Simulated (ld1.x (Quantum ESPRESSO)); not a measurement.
## sulfur (S): one change to a TM potential, before and after

sulfur, norm-conserving Troullier–Martins (Kleinman–Bylander form), made with ld1.x (Quantum ESPRESSO) 7.5 (Wu–Cohen, scalar-relativistic). Core [Ne], reference 3s1.5 3p4.5. Waves: 3p (bound): rc 1.65 bohr; 3s (bound): rc 1.10 bohr. Local part: the s channel. Core correction: a·sin(br)/r model core, default radius (core density twice the valence density).

All-electron outer shells of the reference configuration (Wu–Cohen, scalar-relativistic, ld1.x):

```
shell  level (eV)  outermost node (bohr)  outermost maximum (bohr)
   2s     -212.11                   0.13                      0.39
   2p     -157.21                      –                      0.33
   3s      -17.55                   0.60                      1.40
   3p       -7.26                   0.58                      1.59
```

Change: wave 3p (bound): rc 1.65 bohr becomes 3p (bound): rc 2.20 bohr.

Cutoffs: the cutoffs (Ry, on a coarse ladder) from which the occupation-weighted sum of valence levels, in a spherical-Bessel basis at the reference potential, stays within 10 and 1 mRy of its value at 400 Ry; they do not see the model core or the augmentation charge, which bear on the density cutoff. Errors are all-electron minus pseudo energies relative to the spin-unpolarised reference configuration.

Task: What does the change do?

Result: The potential gets neither clearly harder nor softer (55 Ry and 140 Ry → 55 Ry and 140 Ry); of the 7 tests that both files solve, the error grows in 2 and shrinks in 4 by more than 15 % and 0.3 meV (median size 4.5 → 3.1 meV); neither file shows a bound ghost.

```csv
quantity,base,changed
"cutoff, loose",55 Ry,55 Ry
"cutoff, tight",140 Ry,140 Ry
bound ghosts,none,none
"error for 3s2 3p4, meV [ΔE -5.13 eV]",-0.4,+0.4
"error for 3s2 3p3, meV [ΔE 6.62 eV]",+2.1,+1.7
"error for 3s2 3p2, meV [ΔE 28.89 eV]",+26,+20
"error for 3s2 3p4.3, meV [ΔE -6.83 eV]",+0.4,+1.3
"error for 3s2 3p0, meV [ΔE 109.77 eV]",+230,+143
"error for 3s0 3p6, meV [ΔE 15.57 eV]",-4.5,+3.1
"error for 3s1 3p4, meV [ΔE 17.47 eV]",+4.6,+6.8
```
